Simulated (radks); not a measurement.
Values are calculated unless marked as measured or tabulated.
Question: The mean radii <r> (bohr) of the occupied orbitals of an atom or ion are listed with their occupations. Level of theory: non-relativistic Kohn-Sham, LDA (Slater exchange, Perdew-Wang correlation), spin-polarised, spherical densities, point nucleus (a radial shooting solver on a logarithmic mesh with Libxc functionals).

| orbital | occ. | <r> |
|---|---|---|
| 1s up | 1 | 0.07754 |
| 1s down | 1 | 0.07754 |
| 2s up | 1 | 0.3680 |
| 2s down | 1 | 0.3680 |
| 2p up | 3 | 0.3292 |
| 2p down | 3 | 0.3292 |
| 3s up | 1 | 1.164 |
| 3s down | 1 | 1.162 |
| 3p up | 3 | 1.272 |
| 3p down | 3 | 1.267 |
| 4s up | 1 | 3.570 |
| 6d up | 1 | 30.55 |

Name the element and its charge. Open shells, if any, are filled with parallel spins first.

Answer: Z = 20, calcium, charge 0: Ca in [Ar] 4s1 6d1. The 1s radius gives Z: for a bare nucleus <r> = 1.5/Z, 0.075 bohr for Z = 20, and screening makes it slightly larger (0.07754 here). The occupations add up to 20, and the charge is Z minus that.
